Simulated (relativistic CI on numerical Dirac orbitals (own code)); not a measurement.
# Fe3+ in a cubic cluster: 3p photoemission with charge transfer

Computed with a charge-transfer multiplet model of a cubic metal-ligand cluster with up to one ligand hole, Slater and spin-orbit integrals from Dirac-Coulomb-Breit ions, Slater integrals scaled by 0.8. The ground state mixes d5 with configurations of k ligand holes L, whose averages lie at kΔ + k(k − 1)U_dd/2; a core hole lowers each added d electron by U_cd. 300 K, Lorentzian 0.9 eV and Gaussian 0.8 eV FWHM.

Atomic integrals in eV (Slater integrals scaled, ζ unscaled), ground: F2dd 9.587, F4dd 5.993, zeta_d 0.056; with the core hole: F2dd 10.399, F4dd 6.537, zeta_d 0.062, zeta_core 1.048, F2cd 10.932, G1cd 13.464, G3cd 8.268.

Cluster parameters (eV): U_dd = 7.2, U_cd = 9, 10Dq = 0.45, 10Dq(ligand) = 0.5, V(eg) = 1.75, V(t2g) = -0.81, final-state hopping factor = 1.

| Case | n_d | d5 | d6L | S |
| --- | --- | --- | --- | --- |
| Δ = 4 eV | 5.12 | 0.88 | 0.12 | 2.50 |
| Δ = 5 eV | 5.10 | 0.90 | 0.10 | 2.50 |
| Δ = 8 eV | 5.06 | 0.94 | 0.06 | 2.50 |

Weights, n_d and S are thermal averages at 300 K. Binding energies count from the first peak over 30 % of the highest in each spectrum, which can be another peak from case to case. The parameters are a model scan and need not match a compound or its usual spin state. Peaks in eV (height, largest 100):
- Δ = 4 eV: 0.0 (100), 5.3 (66), 9.3 (25), 18.3 (13), 20.2 (34), 26.5 (42)
- Δ = 5 eV: 0.0 (100), 2.2 (38), 5.1 (52), 9.0 (20), 18.5 (14), 20.4 (33), 26.1 (34)
- Δ = 8 eV: 0.0 (100), 3.1 (30), 5.6 (20), 9.6 (8), 19.7 (25), 21.1 (29), 23.6 (7), 26.0 (14)

Curve for Δ = 8 eV (points under 2 left out, the grid thinned):

```csv
E (eV),Intensity
-3.9,2.6
-3.3,3.6
-2.7,5.4
-2.1,9.0
-1.5,18.8
-0.9,49.2
-0.4,87.1
0.2,98.7
0.8,72.7
1.4,36.4
2.0,22.6
2.6,26.6
3.2,29.6
3.8,23.4
4.4,16.6
5.0,16.5
5.6,19.6
6.1,16.3
6.7,8.9
7.3,5.7
7.9,5.2
8.5,6.0
9.1,7.4
9.7,7.8
10.3,5.7
10.9,3.0
17.0,2.1
17.6,3.0
18.1,4.6
18.7,10.4
19.3,21.6
19.9,24.9
20.5,24.5
21.1,28.6
21.7,20.5
22.3,9.4
22.9,6.3
23.5,6.9
24.1,6.2
24.6,5.5
25.2,8.5
25.8,14.0
26.4,11.4
27.0,4.9
27.6,2.1
```

For the case Δ = 5 eV, Δ = 5 eV is smaller than U_dd = 7.2 eV, the charge-transfer side of the Zaanen-Sawatzky-Allen scheme. With the core hole the configuration with one ligand hole lies at Δ − U_cd = -5.0, -4.0, -1.0 eV from the one without, in the order of the table; where this is negative the screened configuration lies lower, though the effective hopping of about 2.8 eV (from the holes of the mixed ground state) mixes the two strongly wherever it is as large as the gap.

With at most 1 ligand hole the space is cut while the next configuration still counts, so covalency is underestimated, and a final configuration with one more ligand hole, which can lie low, is missing from the spectra.
